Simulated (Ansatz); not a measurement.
Consider the formal exchange of groups at the Si–C bond: `[BH2][GeH2][SiH2]C` + SiH₄ → `[BH2][GeH2][SiH2][SiH3]` + CH₄.

Program: Ansatz. Geometries: PBE0-D4/def2-TZVP. ΔE: electronic, gas phase. CCSD(T)/CBS is the MP2 limit (def2-TZVPP, def2-QZVPP) plus CCSD(T) − MP2 in def2-TZVPP, frozen cores. This one scheme is used for every species. DFT in def2-TZVPP. B3LYP here is the variant with VWN-RPA as its local correlation; programs differ in this. For Ge outer-core shells are correlated without core-valence functions, which leaves a few kJ/mol of doubt a bond. Scalar relativity is left out up to krypton. One conformer a species, not always the lowest.

`[BH2][GeH2][SiH2]C`:

Z-matrix (Å, degrees):
```
Ge
Si 1 2.398
B 1 2.038 2 105.9
H 1 1.540 2 107.9 3 122.7
H 1 1.542 2 106.6 3 -121.3
C 2 1.875 1 111.2 3 63.9
H 2 1.490 1 108.3 3 -174.7
H 2 1.490 1 109.0 3 -57.9
H 3 1.195 1 120.6 2 -84.1
H 3 1.195 1 120.8 2 90.6
H 6 1.092 2 110.7 1 58.4
H 6 1.092 2 110.7 1 178.3
H 6 1.092 2 111.0 1 -61.6
```

SiH₄:

```xyz
5

Si    0.000    0.000    0.000
H     0.795    1.199   -0.367
H    -1.253    0.424    0.674
H     0.791   -0.856    0.920
H    -0.333   -0.767   -1.227
```

`[BH2][GeH2][SiH2][SiH3]`:

Cartesian coordinates in Å:
```
B 0.011 2.359 0.051
Ge -1.462 0.949 0.010
Si -0.390 -1.034 -0.810
Si 1.408 -1.592 0.574
H 0.228 3.044 -0.903
H 0.730 2.452 1.001
H -2.638 1.270 -0.931
H -2.028 0.592 1.397
H 0.102 -0.796 -2.195
H -1.378 -2.148 -0.853
H 0.931 -1.782 1.970
H 2.396 -0.478 0.562
H 2.088 -2.837 0.126
```

CH₄:

```xyz
5

C     0.000    0.000    0.000
H     0.441   -0.814    0.574
H     0.768    0.468   -0.616
H    -0.420    0.739    0.682
H    -0.789   -0.393   -0.640
```

```json
{"level": "PBE0-D4", "ΔE (kJ/mol)": "-25.3", "difference from CCSD(T)/CBS": "-8.8"}
{"level": "B3LYP-D4", "ΔE (kJ/mol)": "-18.4", "difference from CCSD(T)/CBS": "-1.9"}
{"level": "ωB97M-V", "ΔE (kJ/mol)": "-11.3", "difference from CCSD(T)/CBS": "5.2"}
{"level": "PBE0", "ΔE (kJ/mol)": "-23.2", "difference from CCSD(T)/CBS": "-6.7"}
{"level": "B3LYP", "ΔE (kJ/mol)": "-14.9", "difference from CCSD(T)/CBS": "1.6"}
{"level": "SCS-MP2/def2-TZVPP", "ΔE (kJ/mol)": "-9.4", "difference from CCSD(T)/CBS": "7.1"}
{"level": "CCSD/def2-TZVPP", "ΔE (kJ/mol)": "-14.0", "difference from CCSD(T)/CBS": "2.5"}
{"level": "CCSD(T)/def2-TZVPP", "ΔE (kJ/mol)": "-15.7", "difference from CCSD(T)/CBS": "0.8"}
{"level": "MP2/def2-QZVPP", "ΔE (kJ/mol)": "-11.9", "difference from CCSD(T)/CBS": "4.6"}
{"level": "MP2/CBS(def2)", "ΔE (kJ/mol)": "-12.5", "difference from CCSD(T)/CBS": "4.0"}
{"level": "CCSD(T)/CBS", "ΔE (kJ/mol)": "-16.5", "difference from CCSD(T)/CBS": "0"}
```

Largest T1 diagnostic among the species: 0.013.

In def2-TZVPP, CCSD(T) changes the Hartree–Fock value by −9.5 kJ/mol (the triples alone add −1.7 kJ/mol) and MP2 by −5.5 kJ/mol. The D4 term adds −3.4 kJ/mol with B3LYP and −2.0 kJ/mol with PBE0; it sums over pairs of atoms, weighted by their polarisabilities, and B3LYP, whose exchange is more repulsive, gets the larger term.

CCSD(T)/CBS has its own doubt, a few kJ/mol and more with outer-core shells, so smaller differences from it don't rank the levels.
